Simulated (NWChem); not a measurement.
Species: Si2H4OClF; SMILES [SiH2]([Si@H](Cl)F)O

```xyz
9

O      1.0978     2.2751     0.1819
Si    -0.4041     1.7096    -0.2728
Si    -0.5036    -0.5197     0.4538
F     -1.6076    -1.3834    -0.3663
Cl     1.3783    -1.2617    -0.0291
H      1.8334     1.6795     0.0000
H     -0.6180     1.7108    -1.7538
H     -1.4192     2.5806     0.3786
H     -0.7225    -0.7878     1.9004
```
Atoms are numbered in this order, from 1.

All runs: NWChem. Pople sets run with spherical d functions. All runs use the structure optimised with PBE0/def2-SVP. Vzz is the largest principal value of the second derivative of the potential at the nucleus (NWChem prints the opposite sign); η is the asymmetry. Non-relativistic.

```tsv
level	Vzz O1 (a.u.)	η O1	Vzz Cl5 (a.u.)	η Cl5	relative time
PBE/cc-pVTZ	1.326	0.68	1.811	0.17	8
PBE/def2-SVP	1.365	0.68	1.839	0.19	1
CAM-B3LYP/6-31G*	1.352	0.68	1.870	0.15	3
```

Relative times are rough (shared machine, one core).
